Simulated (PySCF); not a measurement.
Compound: C6H11B3.
SMILES with atom numbers: `[CH3:1][B:2]([CH3:3])[B:4]1[CH:5]=[CH:6][BH:7][CH:8]=[CH:9]1` (hydrogens: H10, H11, H12 on C1; H13, H14, H15 on C3; H16 on C5; H17 on C6; H18 on B7; H19 on C8; H20 on C9)

Computed with PBE0-D3(BJ)/def2-SVP geometry optimisation, gas phase in PySCF 2.14.0.

(1) Give the optimised bond lengths and angles.

Answers

(1) 
| bond | length (Å) | order |
| --- | --- | --- |
| C1–B2, B2–C3 | 1.573 | single |
| B2–B4 | 1.691 | single |
| B4–C5, B4–C9 | 1.557 | single |
| C5=C6, C8=C9 | 1.358 | double |
| C6–B7, B7–C8 | 1.561 | single |
| C1–H10 and 4 like bonds | 1.103 | single |
| C3–H15 | 1.109 | single |
| C5–H16, C9–H20 | 1.098 | single |
| C6–H17, C8–H19 | 1.099 | single |
| B7–H18 | 1.213 | single |

Bonds in one row agree within 0.01 Å and their mean is given. Orders are formal, as drawn. A selection of angles:
| angle | degrees |
| --- | --- |
| C1–B2–C3 | 120.2 |
| C1–B2–B4 | 121.1 |
| C3–B2–B4 | 118.7 |
| B2–B4–C5 | 119.3 |
| C5–B4–C9 | 119.9 |
| B4–C5–C6 | 115.1 |
| C5–C6–B7 | 120.2 |
| C6–B7–C8 | 119.4 |

Torsions: C1–B2–B4–C5 -78° (synclinal); B2–B4–C5–C6 129° (anticlinal); B4–C5–C6–B7 14° (synperiplanar); C5–C6–B7–C8 5° (synperiplanar); C6–B7–C8–C9 -5° (synperiplanar); B7–C8–C9–B4 -15° (synperiplanar); B2–B4–C9–C8 -129° (anticlinal). The mirror-image conformer, all signs reversed, is as good.

B4 (ring boron) is almost planar (angles 119.9°, 119.3° and 119.1°, sum 358.3°, 0.12 Å off the plane of its three neighbours). B2 (three-coordinate boron) is planar (angles 121.1°, 120.2° and 118.7°, sum 360.0°, 0.00 Å off the plane of its three neighbours). The 6-membered ring B4–C5–C6–B7–C8–C9 has internal angles of 115.1° to 120.2°; it is puckered, 0.13 Å rms from its mean plane, widest ring torsion 36°. B7 (ring boron) is planar (angles 120.2°, 120.2° and 119.4°, sum 359.9°, 0.03 Å off the plane of its three neighbours).

Point group: C1 (no symmetry element, even within 0.4 Å). Whether it is a minimum is left open (no frequencies). One conformer, not necessarily the lowest.
